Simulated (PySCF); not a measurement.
**Computed vibrations of [Ce(H2O)3]3+**

[Ce(H2O)3]3+ (singlet in the valence; each metal's 4f electrons, 1 of them, lie in its core potential, out of spins and levels). PySCF 2.14.0, RKS PBE0, Ce lcecp-1-SVP with ECP47, O def2-SVP, H def2-SVP; non-relativistic Hamiltonian with scalar-relativistic core potentials where named; density fitting; no spin-orbit coupling. Central differences of gradients.

```xyz
10

Ce    0.0000    0.0000    0.0000
O     2.3943    0.0000    0.0000
H     3.0107    0.0000    0.7694
H     3.0107    0.0000   -0.7694
O    -1.1971    2.0736    0.0000
H    -1.5053    2.6073    0.7694
H    -1.5053    2.6073   -0.7694
O    -1.1972   -2.0735    0.0000
H    -1.5054   -2.6073    0.7694
H    -1.5054   -2.6073   -0.7694
```

Run from Python with OMP_NUM_THREADS=2. Where DIIS fails, smearing, a level shift and second-order steps follow.
It took 4 min on 2 threads of Intel(R) Xeon(R) Processor @ 2.50GHz (Skylake/Cascade Lake), on a shared host.

**Question.** What are the harmonic wavenumbers and infrared intensities?

**Answer.** Modes are labelled in D3h; negative numbers are unstable modes, those under 60 cm⁻¹ near the noise; a finer grid moves soft modes by up to 10 cm⁻¹.
```csv
cm⁻¹,km/mol,symmetry
-189,–,a1''
-174,–,e''
-174,–,e''
-48,–,a2''
46,3.2,e'
46,3.2,e'
375,0.0,a1'
384,34.0,e'
384,34.0,e'
610,0.0,e''
610,0.0,e''
624,268.2,a2''
636,0.0,a2'
662,578.6,e'
662,578.6,e'
1677,196.3,e'
1677,196.3,e'
1680,0.0,a1'
3599,818.2,e'
3599,818.2,e'
3616,0.0,a1'
3636,0.0,e''
3636,0.0,e''
3639,1223.4,a2''
```

**Question.** Is this a minimum?

**Answer.** No: 4 unstable; the lowest moves the atoms so:
```
Ce   0.00  0.00  0.00
O    0.00  0.00  0.00
H    0.00 -0.41  0.00
H    0.00  0.41  0.00
O    0.00  0.00  0.00
H    0.35  0.20  0.00
H   -0.35 -0.20  0.00
O    0.00  0.00  0.00
H   -0.35  0.20  0.00
H    0.35 -0.20  0.00
```

An lcecp potential fixes the number of 4f electrons, so in runs with it no electron can move into or out of that shell.
